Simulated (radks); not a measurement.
Q: The promethium ion Pm13+, [Kr] 4d10 5s2. Calculated with a radial shooting solver on a logarithmic mesh with Libxc functionals: non-relativistic Kohn-Sham, r2SCAN, spin-polarised, spherical densities, point nucleus; meta-GGA in the generalised Kohn-Sham scheme. Every spin shell is full or empty, so the densities are truly spherical. Functionals are evaluated on that one density, not self-consistently. Rank these orbital-free kinetic functionals by their error against the exact value of the orbitals, and give that value: Thomas-Fermi, von Weizsacker, TF + vW, TF + vW/9, TF + vW/5, LC94, APBEK, revAPBEK, Perdew 92, Pearson, LKT, PG1, DePristo-Kress, Ernzerhof.

A: Exact: 9606.94 hartree. From best to worst, with 100 (|E| - |E exact|)/|E exact| (equal figures are ties): LC94 +0.02, APBEK +0.06, DePristo-Kress -0.17, revAPBEK +0.22, Ernzerhof -0.46, Perdew 92 -0.70, TF + vW/9 -0.71, Pearson -0.92, TF + vW/5 +2.78, Thomas-Fermi -5.07, PG1 +14.04, LKT +17.93, TF + vW +34.18, von Weizsacker -60.74.
